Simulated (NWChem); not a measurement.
Molecule: GeHClF$_{2}$; SMILES [F][GeH]([F])[Cl]

```xyz
5

Ge     0.2739     0.3713     0.0000
F     -0.5066     1.0640    -1.3657
F     -0.5066     1.0640     1.3657
Cl    -0.1273    -1.7110     0.0000
H      1.7551     0.7181     0.0000
```
Atoms are numbered in this order, from 1.

Results from NWChem. Coordinates come from a PBE0/def2-SVP optimisation. GIAO values for the isolated, static molecule; σ is the absolute isotropic shielding, δ = σ(reference) − σ with the isolated reference molecule computed at the same levels (19F: trichlorofluoromethane, 1H: tetramethylsilane).

```tsv
level	σ Ge1 (ppm)	δ F2 (ppm)	σ Cl4 (ppm)	δ H5 (ppm)
BHandHLYP/pcSseg-1	1377.8	-124.8	881.6	6.00
LDA (Slater exchange, VWN5)/pcSseg-1	(withheld)	(withheld)	(withheld)	(withheld)
PBE/pcSseg-1	1235.8	-127.6	808.3	6.64
```

Q: What belongs in the gaps?

A: 
- LDA (Slater exchange, VWN5)/pcSseg-1, σ Ge1 (ppm): 1171.7
- LDA (Slater exchange, VWN5)/pcSseg-1, δ F2 (ppm): -121.8
- LDA (Slater exchange, VWN5)/pcSseg-1, σ Cl4 (ppm): 775.4
- LDA (Slater exchange, VWN5)/pcSseg-1, δ H5 (ppm): 7.05
